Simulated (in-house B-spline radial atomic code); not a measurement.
## Binding energies in Ti V (Ti4+)

NIST's tabulated ground configuration is [Ne] 3s2 3p6; each binding energy is the energy of the ion with one electron taken from that subshell, relaxed, less that of the parent. Computed with an all-electron radial atomic-structure program (B-spline basis): Dirac-Hartree-Fock, average of configuration, Fermi nucleus of rms radius 3.5921 fm. Energies include first-order Breit, QED and recoil terms.

```
subshell  X-ray name  binding energy (eV)  -ε (eV)  relaxation (eV)
      1s           K               5036.5   5074.3             31.2
      2s          L1                  636    645.4              8.9
   2p1/2          L2                534.1    544.8             10.3
   2p3/2          L3                528.5    538.9             10.2
      3s          M1                129.5    130.7              1.1
   3p1/2          M2                98.78    99.94             1.11
   3p3/2          M3                98.05    99.16             1.09
```

Relaxation = -ε minus the binding energy without Breit, QED and recoil terms.

Emission lines follow as differences of binding energies, with λ = 12398.42 eV·Å / E:

```json
{"line": "K-L3", "holes": "1s → 2p3/2", "energy (eV)": "4508.0", "wavelength (Å)": "2.7503"}
{"line": "K-L2", "holes": "1s → 2p1/2", "energy (eV)": "4502.4", "wavelength (Å)": "2.7537"}
{"line": "K-M3", "holes": "1s → 3p3/2", "energy (eV)": "4938.4", "wavelength (Å)": "2.5106"}
{"line": "L1-M3", "holes": "2s → 3p3/2", "energy (eV)": "538.0", "wavelength (Å)": "23.048"}
{"line": "L3-M1", "holes": "2p3/2 → 3s", "energy (eV)": "399.0", "wavelength (Å)": "31.074"}
```

(1) What screening constant σ does Moseley's law, E = (3/4)·13.6057 eV·(Z - σ)², need for K-L3?

(2) What does it cost to remove both a 2p3/2 and a 2p1/2 electron?

(3) What does it cost to remove both a 2p3/2 and a 3p1/2 electron?

(4) What does it cost to remove two 2p1/2 electrons?

Answers

(1) σ = 0.98.

(2) 1126.2 eV, which is 63.6 eV more than the two single binding energies together.

(3) 654.7 eV, which is 27.43 eV more than the two single binding energies together.

(4) 1136.3 eV, which is 68.09 eV more than the two single binding energies together.
